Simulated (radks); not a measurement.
Problem. All-electron atom: W2+ in [Xe] 4f14 5d4 (the NIST ground configuration). Method: scalar-relativistic Kohn-Sham, PBE, spin-unpolarised, spherical densities, point nucleus; computed with a radial shooting solver on a logarithmic mesh with Libxc functionals. Some entries of the table are withheld. Estimate them.

| orbital | occ. | eigenvalue (hartree) | <r> (bohr) |
|---|---|---|---|
| 1s | 2 | -2554.613 | 0.01834 |
| 2s | 2 | -441.4040 | (1) |
| 2p | 6 | -386.0603 | 0.06944 |
| 3s | 2 | -102.1138 | 0.2010 |
| 3p | 6 | -85.72738 | 0.2013 |
| 3d | 10 | -66.89373 | 0.1824 |
| 4s | 2 | -21.53584 | 0.4495 |
| 4p | 6 | -16.16181 | 0.4780 |
| 4d | 10 | -9.35356 | 0.5113 |
| 5s | 2 | -3.49680 | 1.067 |
| 5p | 6 | -2.17922 | 1.247 |
| 4f | 14 | -1.81143 | 0.6077 |
| 5d | 4 | (2) | 1.877 |

Solution. 
(1) 2s <r> (bohr): 0.07756
(2) 5d eigenvalue (hartree): -0.73063
